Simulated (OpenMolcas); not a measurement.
## SiHCl3 (SMILES Cl[SiH](Cl)Cl): the dipole moment, rung by rung

SiHCl3: 5 atoms, total charge 0, spin state singlet. As SMILES, `Cl[SiH](Cl)Cl`. The shape is that of a PBE0-D4/def2-TZVP optimisation.

```
atom    x (Å)    y (Å)    z (Å)
  Cl   1.6909  -0.5714   0.8919
  Si  -0.0813  -0.0127   0.0754
  Cl   0.0177   1.9337  -0.4913
  Cl  -0.4760  -1.1705  -1.5442
   H  -1.1513  -0.1791   1.0681
```

Each level gives the dipole moment (D). The values are calculated.

| level | kind | program | value (D) |
| --- | --- | --- | --- |
| HF/def2-SVPD | Hartree–Fock | OpenMolcas | 1.01 |
| SVWN5/def2-SVPD | LDA | OpenMolcas | 0.85 |
| PBE/def2-SVPD | GGA | OpenMolcas | 0.81 |
| M06-L/def2-SVPD | meta-GGA | OpenMolcas | 0.88 |
| r2SCAN/def2-SVPD | meta-GGA | OpenMolcas | 0.84 |
| BHLYP/def2-SVPD | global hybrid | OpenMolcas | ? |
| M06-2X/def2-SVPD | hybrid meta-GGA | OpenMolcas | ? |
| PBE0/def2-SVPD | global hybrid | OpenMolcas | 0.88 |

(1) Estimate the missing values from the other rows.

Answers

(1) As computed at these levels: BHLYP/def2-SVPD: 0.94 D; M06-2X/def2-SVPD: 0.95 D. Measured: 0.86 D (NIST CCCBDB). Nearest: SVWN5/def2-SVPD (-0.01 D); farthest: HF/def2-SVPD (+0.15 D). The measured dipole is a vibrational average, so differences of a few hundredths of a debye mean little. Computed less measured by kind, in D (def2-SVPD rows): Hartree–Fock +0.15; LDA -0.01; GGA -0.05; meta-GGA -0.02 to +0.02; global hybrid +0.02 to +0.09. Magnitudes only: a small dipole may point the other way at some levels.
